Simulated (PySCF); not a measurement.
An unknown gives this computed stick spectrum. Theory: TDDFT CAM-B3LYP/def2-SVPD, vertical, gas phase, core orbitals frozen in the response (PySCF). Geometries: GFN2-xTB, one conformer each.

```tsv
state	E (eV)	f
S1	6.12	0.023
S2	6.86	0.0003
S3	7.17	0.0049
S4	7.32	0.049
S5	7.65	0.139
S6	7.73	0.0074
S7	7.77	0.0015
S8	7.88	0.0042
```

Problem. Which candidate is it?
A. `CC(=O)[Si@](C)(N)[SiH3]`
B. `[SiH3]O[SiH]1O[SiH2][SiH2]O1`
C. `O=C=C(Cl)CCO[SiH3]`

Solution. B. Its S1, at 6.12 eV, is the highest among the candidates; the nearest of the others has S1 at 3.52 eV. S1 is HOMO→LUMO (95%). Löwdin shares by element: HOMO silicon 56% or more, oxygen 21% or more (atoms not listed hold the other 23%); LUMO silicon 59% or more, oxygen 6% or more (atoms not listed hold the other 35%). At the same level the other candidates give, for their lowest levels:
- `O=C=C(Cl)CCO[SiH3]`: 2.94 eV (f 0.000); 6.00 eV (f 0.004); 6.30 eV (f 0.017); 6.55 eV (f 0.007); 6.64 eV (f 0.019); T1 2.52 eV; HOMO -7.84, LUMO -0.47 eV
- `CC(=O)[Si@](C)(N)[SiH3]`: 3.52 eV (f 0.006); 5.39 eV (f 0.015); 6.09 eV (f 0.024); 6.36 eV (f 0.033); 6.40 eV (f 0.007); T1 2.89 eV; HOMO -8.03, LUMO -0.05 eV
Triplets come from the Tamm–Dancoff approximation.
